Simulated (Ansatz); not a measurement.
Two isomers of CH5BGeO: A = `O=C[BH][GeH3]`, B = `[BH2][GeH2][CH]=O`.

Computed with Ansatz on PBE0-D4/def2-TZVP structures; ΔE is electronic, products minus reactants. CBS: MP2 limit from def2 TZ/QZ plus the TZ coupled-cluster correction, frozen cores. DFT in def2-TZVPP. For Ge outer-core shells are correlated without core-valence functions, which leaves a few kJ/mol of doubt a bond. Scalar relativity is left out up to krypton. One conformer a species, not always the lowest.

Question: Which is lower in electronic energy at CCSD(T)/CBS, and by how much? (Estimate.)

Answer: Computed: A, by 6.4 kcal/mol.

Question: Give E(B) − E(A) in kcal/mol with PBE-D4, CCSD/def2-TZVPP, HF/def2-TZVPP, BLYP-D4, r2SCAN-D4, B2PLYP, MP2/def2-TZVPP. (Best estimate.)

Answer: Computed: PBE-D4 8.0, CCSD/def2-TZVPP 5.4, HF/def2-TZVPP 2.8, BLYP-D4 6.5, r2SCAN-D4 7.9, B2PLYP 6.6, MP2/def2-TZVPP 6.6. None reverses the order clearly.

Question: Does the order hold for the free energy at 298.15 K (harmonic terms from PBE0-D4)? (An estimate is asked.)

Answer: Ansatz gave: Yes: G(B) − G(A) = +6.1 kcal/mol, for one conformer each. Modes under 60 cm⁻¹, often nearly free rotors, make the harmonic entropy too high.

Largest T1 diagnostic: 0.018.

From BLYP to BHLYP (50 % exact exchange), in def2-TZVPP and without D4, E(B) − E(A) moves by −1.0 kcal/mol. In def2-TZVPP, CCSD(T) changes the Hartree–Fock value by +3.4 kcal/mol (the triples alone add +0.8 kcal/mol) and MP2 by +3.8 kcal/mol.
